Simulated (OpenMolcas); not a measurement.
# 5d⁷ along the 75-electron sequence

```json
{"Program": "OpenMolcas 26.06", "Method": "CASSCF", "Basis": "ANO-RCC-VTZP", "Scalar Hamiltonian": "DKH2, point nucleus", "Spin-orbit coupling": "state interaction with AMFI integrals over the reference wave functions, term energies averaged over their components"}
```

Active space for each ion: 7 electrons in 5 orbitals (5d).

Computed levels in cm-1 above ⁴F_9/2:

| Level | Ir2+ | Pt3+ | Au4+ |
| --- | --- | --- | --- |
| ⁴F_7/2 | 7486 | 9504 | 12036 |
| ⁴F_5/2 | 10035 | 12070 | 14164 |
| ⁴P_5/2 | 17306 | 19949 | 22985 |
| ²G_9/2 | 17779 | 20502 | 23456 |
| ⁴P_1/2 | 20757 | 23977 | 27483 |
| ²H_11/2 | 23806 | 27312 | 31012 |
| ²G_7/2 | 24025 | 28071 | 32467 |
| ²D_5/2(1) | 27872 | 32574 | 37890 |
| ²P_1/2 | 31616 | 37248 | 43620 |
| weight of ⁴F in the lowest level (%) | 88 | 86 | 84 |

Mixed levels, with the weight of the term that names them: Ir2+ ²G_9/2 (65 %), Ir2+ ⁴P_1/2 (71 %), Ir2+ ²P_1/2 (71 %), Pt3+ ⁴F_5/2 (73 %), Pt3+ ²G_9/2 (61 %), Pt3+ ⁴P_1/2 (69 %), Pt3+ ²P_1/2 (69 %), Au4+ ⁴F_5/2 (62 %), Au4+ ²G_9/2 (58 %), Au4+ ⁴P_1/2 (66 %), Au4+ ²D_5/2(1) (71 %), Au4+ ²P_1/2 (66 %).

The fine-structure level ⁴F_5/2 changes by a factor of 1.41 from Ir2+ to Au4+. Its fourth root runs 10.01, 10.48, 10.91, with steps per unit of Z of 0.47, 0.43; equal steps would mean a (Z - σ)^4 law with constant σ.

⁴P_5/2 changes by a factor of 1.33 over the same range, with steps per unit of Z of +2640, +3040 cm-1.

Without dynamic correlation excited terms often stand tens of per cent too high (terms of higher spin than the ground term too low), and those without a measured partner can miss by more than the paired ones. Terms from blocks run as CI alone lack orbitals of their own. Configurations with an s electron lie low in 5d ions of this charge, fall among these levels and mix in, so low-spin terms can stand far too high, up to twice their true height, and weights are not those of the real levels (holds for Ir2+). Levels of configurations outside the active space are missing.

A number in round brackets counts repeated terms of one configuration in the order of the reference energies.
